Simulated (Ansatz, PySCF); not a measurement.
Gas-phase reaction in SMILES: [I][Ge][I] -> [I][Ge][I] as doublet, charge -1 (an electron is taken up)
Geometries: B3LYP-D3(BJ)/def2-TZVP minima from Ansatz (a program for electronic structure). Frequencies are from Ansatz or PySCF. A spin state is the lowest found, not a proven ground state.

Wanted: adiabatic electron affinity (0 K, with B3LYP-D3(BJ) harmonic zero-point energies), positive where the reaction releases energy, in eV. Cores are frozen in the correlated levels unless marked. Open shells are spin-unrestricted. No spin-orbit coupling. Frozen are the shells of the preceding noble gas and the d and f shells that filled before the atom's block. Past Kr the def2 sets carry scalar-relativistic core potentials. Anions need diffuse functions: def2-D sets add few; the other sets have none. Basis-set limits of correlation are two-point, X^-3; Hartree-Fock from the larger set. [CCSD(T)-MP2]/basis is that difference in the basis named.

```json
[
 {"level": "B3LYP-D4/def2-TZVPD", "program": "Ansatz + dftd4", "adiabatic electron affinity (eV)": "1.94"},
 {"level": "B3LYP/def2-TZVPD", "program": "Ansatz", "adiabatic electron affinity (eV)": "1.94"},
 {"level": "PBE0/def2-TZVP", "program": "Ansatz", "adiabatic electron affinity (eV)": "1.86"},
 {"level": "PBE0/def2-TZVPD", "program": "Ansatz", "adiabatic electron affinity (eV)": "1.91"},
 {"level": "BHLYP/def2-TZVPD", "program": "Ansatz", "adiabatic electron affinity (eV)": "1.94"},
 {"level": "LC-wPBE-D4/def2-TZVPD", "program": "Ansatz + dftd4", "adiabatic electron affinity (eV)": "2.10"},
 {"level": "LC-wPBE/def2-TZVPD", "program": "Ansatz", "adiabatic electron affinity (eV)": "2.10"},
 {"level": "MP2/def2-SVP", "program": "Ansatz", "adiabatic electron affinity (eV)": "1.57"},
 {"level": "CCSD(T)/def2-SVP", "program": "Ansatz", "adiabatic electron affinity (eV)": "1.55"},
 {"level": "RI-MP2/CBS(def2-TZVPPD,def2-QZVPPD)+[CCSD(T)-MP2]/def2-TZVPPD", "program": "Ansatz", "adiabatic electron affinity (eV)": "1.92"}
]
```
